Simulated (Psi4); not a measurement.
Psi4 input (wB97X-D/6-311+G**):

```
memory 1500 MB

molecule {
0 1
C     1.42549600   -0.98754900   -0.40629100
B     0.01921800   -0.35195800   -0.18272300
C    -1.31596200   -1.01843500   -0.63513700
Cl   -0.06696700    1.22642200    0.63671000
H     1.38745600   -2.07830800   -0.45096000
H     2.17472400   -0.67498500    0.32077900
H     1.78123500   -0.65327000   -1.39049600
H    -1.65487100   -1.66093400    0.18905200
H    -2.12089700   -0.31078000   -0.83255000
H    -1.18250000   -1.67520400   -1.49771600
symmetry c1
no_reorient
no_com
}

set {
  basis 6-311+G**
  reference rks
  scf_type df
  df_basis_scf def2-universal-jkfit
  dft_radial_points 99
  dft_spherical_points 590
  e_convergence 1e-8
  d_convergence 1e-7
  maxiter 150
}

e = energy('wb97x-d')
print_out(f'\nFINAL {e:.10f} DIPOLE {variable("CURRENT DIPOLE")[0]:.6f} {variable("CURRENT DIPOLE")[1]:.6f} {variable("CURRENT DIPOLE")[2]:.6f}\n')
```

From the output:

```
      51A      0.506394    52A      0.524829    53A      0.556985
      54A      0.566484    55A      0.586411    56A      0.590101
      57A      0.605601    58A      0.664899    59A      0.665965
      60A      0.701120    61A      0.705385    62A      0.716511
      63A      0.719430    64A      0.769158    65A      0.770963
      66A      0.819263    67A      0.869081    68A      0.928192
      69A      0.967689    70A      0.995395    71A      1.013314
      72A      1.021591    73A      1.046785    74A      1.121795
      75A      1.175572    76A      1.199265    77A      1.278159
      78A      1.377443    79A      1.395398    80A      1.477952
      81A      1.538020    82A      1.539311    83A      1.551961
      84A      1.562318    85A      1.663119    86A      1.675999
      87A      1.692381    88A      1.693367    89A      1.777094
      90A      1.814534    91A      1.835227    92A      1.912046
      93A      1.920237    94A      2.024204    95A      2.031065
      96A      2.165777    97A      2.168832    98A      2.325694
      99A      2.327402   100A      2.341775   101A      2.380790
     102A      2.391975   103A      2.403121   104A      2.430319
     105A      2.454271   106A      2.522442   107A      2.539591
     108A      2.575613   109A      2.600892   110A      2.613409
     111A      2.636020   112A      2.674229   113A      2.707860
     114A      2.726916   115A      2.745815   116A      2.793794
     117A      2.975095   118A      3.036463   119A      3.621111
     120A      3.751529   121A      3.874106   122A      3.902712
     123A      3.956558   124A      3.982679   125A      9.897237
     126A     14.611682   127A     24.092635   128A     24.142059
     129A     26.025182   130A     26.149807   131A     26.498297
     132A    215.975762

    Final Occupation by Irrep:
              A
    DOCC [    20 ]
    NA   [    20 ]
    NB   [    20 ]

  @DF-RKS Final Energy:  -564.94246603518229

   => Energetics <=

    Nuclear Repulsion Energy =            140.1226579531109451
    One-Electron Energy =               -1053.1701959042989074
    Two-Electron Energy =                 380.3762810919496360
    DFT Exchange-Correlation Energy =     -32.2679271018539424
    Empirical Dispersion Energy =          -0.0032820740900849
    VV10 Nonlocal Energy =                  0.0000000000000000
    Total Energy =                       -564.9424660351822922

Computation Completed

Properties will be evaluated at   0.000000,   0.000000,   0.000000 [a0]

Properties computed using the SCF density matrix

 Multipole Moments:

 ------------------------------------------------------------------------------------
     Multipole            Electronic (a.u.)      Nuclear  (a.u.)        Total (a.u.)
 ------------------------------------------------------------------------------------

 L = 1.  Multiply by 2.5417464519 to convert [e a0] to [Debye]
 Dipole X            :          0.0343112            0.0000038            0.0343150
 Dipole Y            :         -0.6284432           -0.0000019           -0.6284451
 Dipole Z            :         -0.3262566           -0.0000076           -0.3262641
 Magnitude           :                                                    0.7089210

 ------------------------------------------------------------------------------------

FINAL -564.9424660352 DIPOLE 0.034315 -0.628445 -0.326264

*** Psi4 exiting successfully. Buy a developer a beer!
```

The geometry given is a B3LYP-D3(BJ)/def2-TZVP minimum.
